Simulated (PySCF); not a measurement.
The geometry has D3h symmetry (within 0.05 Å) and had no frequency check at the DFT level, so a distortion to lower symmetry isn't ruled out.

Delta-SCF ions had no search for a lower state. Excitations are Tamm–Dancoff values on a coarser integration grid. The basis has no diffuse functions, so Rydberg states are missing or too high.

**[3]prismane cage Ge6H6 `[GeH]12[GeH]3[GeH]1[GeH]1[GeH]2[GeH]31` (charge 0, multiplicity 1)**

Calculation: ωB97X-D3(BJ)/def2-SVP // PBE-D3(BJ)/def2-SVP (PySCF).

```json
{
  "HOMO": "-7.98 eV",
  "dipole_moment": "0.00 D",
  "LUMO": "0.70 eV",
  "HOMO–LUMO gap": "8.68 eV",
  "S1 excitation (TDA)": "4.06 eV",
  "S1 oscillator strength": "0.000",
  "T1 excitation (TDA)": "3.83 eV",
  "S1–T1 gap (TDA)": "0.23 eV",
  "vertical ionisation energy (Delta-SCF)": "7.75 eV",
  "total_energy": "-12463.8361 Ha",
  "cost": "very roughly 30 core-minutes"
}
```

```xyz
12

Ge     1.4480    -0.0030     1.2419
Ge    -0.7212     1.2551     1.2396
Ge    -0.7262    -1.2521     1.2452
Ge    -0.7265    -1.2509    -1.2391
Ge     1.4476    -0.0015    -1.2424
Ge    -0.7208     1.2570    -1.2449
H      2.6373    -0.0055     2.2655
H     -1.3161     2.2842     2.2634
H     -1.3205    -2.2809     2.2700
H     -1.3268    -2.2790    -2.2611
H      2.6352    -0.0109    -2.2676
H     -1.3102     2.2877    -2.2706
```
